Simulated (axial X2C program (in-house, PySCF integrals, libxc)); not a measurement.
# Outer orbitals of InN⁻ at 2.061 Å, BHandHLYP

Computed with an axial X2C code built on PySCF integrals. Spin-free means the one-electron spin-free X2C Hamiltonian; two-component (2c) means X2C with spin–orbit coupling and atomic mean-field two-electron Coulomb and Gaunt terms, so the difference of the two also holds small scalar two-electron terms. Basis: In dyall-acv3z [12s13p10d5f1g], N dyall-av3z [7s7p3d2f] (cores contracted in-house); Gaussian nuclei, density fitting, unrestricted open shells. Masses: In 114.904 u, N 14.003 u.

The distance is close to the 2c PBE0 minimum; the highest filled and lowest empty levels are listed.

Spin-free orbitals, state M_S = 1/2, Λ = 1 (beyond evenly filled blocks: π+α, π+β, π-α) (Löwdin shares):

```csv
symmetry,occupied,ε (eV),atomic character
σβ,yes,-17.88,"91% In d, 6% N s"
δ+β,yes,-17.68,100% In d
δ-β,yes,-17.65,100% In d
δ-α,yes,-17.64,100% In d
δ+α,yes,-17.64,100% In d
π+α,yes,-17.47,99% In d
π-α,yes,-17.47,99% In d
π+β,yes,-17.46,99% In d
π-β,yes,-17.43,99% In d
σα,yes,-16.02,"45% In d, 44% N s, 5% In p"
σβ,yes,-13.30,"68% N s, 13% In d, 8% In p"
σα,yes,-4.98,"51% N p, 40% In s, 4% N s"
σβ,yes,-4.69,"48% In s, 38% N p, 6% N s"
π-α,yes,-3.54,"87% N p, 6% In p, 4% In d"
π+α,yes,-3.54,"87% N p, 6% In p, 4% In d"
σα,yes,-1.53,"38% N p, 30% In s, 25% In p"
σβ,yes,-0.96,"46% N p, 26% In p, 21% In s"
π+β,yes,-0.01,"49% In p, 48% N p"
π-β,no,2.44,"95% In p, 5% N p"
σα,no,2.45,"94% In p, 4% In s"
π+α,no,2.46,98% In p
π-α,no,2.46,98% In p
```

Spinors with spin–orbit coupling (state Ω = 3/2):

| ω | occupied | ε (eV) | atomic character | λ mixture |
| --- | --- | --- | --- | --- |
| -1/2 | yes | -18.15 | 94% In d, 4% N s | 64% σ, 36% π |
| 3/2 | yes | -18.12 | 100% In d | 86% δ, 14% π |
| -3/2 | yes | -18.08 | 100% In d | 86% δ, 14% π |
| 1/2 | yes | -17.57 | 90% In d, 8% N s | 90% π, 10% σ |
| -1/2 | yes | -17.31 | 95% In d, 3% N s | 64% π, 36% σ |
| -5/2 | yes | -17.26 | 100% In d | 100% δ |
| 5/2 | yes | -17.25 | 100% In d | 100% δ |
| 3/2 | yes | -17.12 | 99% In d | 86% π, 14% δ |
| -3/2 | yes | -17.08 | 99% In d | 86% π, 14% δ |
| 1/2 | yes | -15.98 | 50% In d, 40% N s, 4% In p | 97% σ, 3% π |
| -1/2 | yes | -13.30 | 68% N s, 13% In d, 8% In p | 100% σ |
| 1/2 | yes | -4.97 | 52% N p, 40% In s, 4% N s | 100% σ |
| -1/2 | yes | -4.69 | 48% In s, 39% N p, 6% N s | 100% σ |
| -1/2 | yes | -3.60 | 87% N p, 6% In p, 4% In d | 100% π |
| 3/2 | yes | -3.59 | 87% N p, 6% In p, 4% In d | 100% π |
| 1/2 | yes | -1.53 | 37% N p, 31% In s, 25% In p | 100% σ |
| -1/2 | yes | -0.96 | 46% N p, 26% In p, 21% In s | 100% σ |
| 1/2 | yes | -0.04 | 50% In p, 46% N p | 100% π |
| -3/2 | no | 2.45 | 95% In p, 4% N p | 100% π |
| 1/2 | no | 2.46 | 95% In p, 4% In s | 100% σ |
| -1/2 | no | 2.47 | 98% In p | 100% π |
| 3/2 | no | 2.47 | 98% In p | 100% π |

Q: How does the gap between the highest filled and lowest empty level change from the spin-free to the 2c table?

A: From 2.45 to 2.49 eV at BHandHLYP, a change of 0.04 eV.

Mulliken charges and populations of the two-component result (they depend on the basis, above all on diffuse functions):

In -0.06 e (s 9.86 p 19.18 d 20.01 f 0.01), N -0.94 e (s 4.01 p 3.91 d 0.02). ⟨Lz⟩ = 1.00 ħ and ⟨Sz⟩ = 0.50 ħ (-0.28 and 0.78 on the two atoms), which add up to Ω.

The state is one determinant whose occupation by symmetry is held fixed; it was picked as the lowest of a PBE0 search that is not exhaustive. Density functionals use the spin component along the axis (collinear). PBE0 can misorder states that lie within some tenths of an eV, so this need not be the ground state of the molecule. The nearest other spin-free determinant of the search, M_S = 1/2, Λ = 0, lies 0.12 eV up at the distance of the search. Without a current term, density functionals place determinants with orbital angular momentum somewhat too high. The highest occupied level of some functionals is positive through self-interaction error; at Hartree–Fock it is bound. The determinant is spin-polarised beyond a pure state at some levels (its spin-free form has ⟨S²⟩ too high), which makes Re and μ there less reliable.
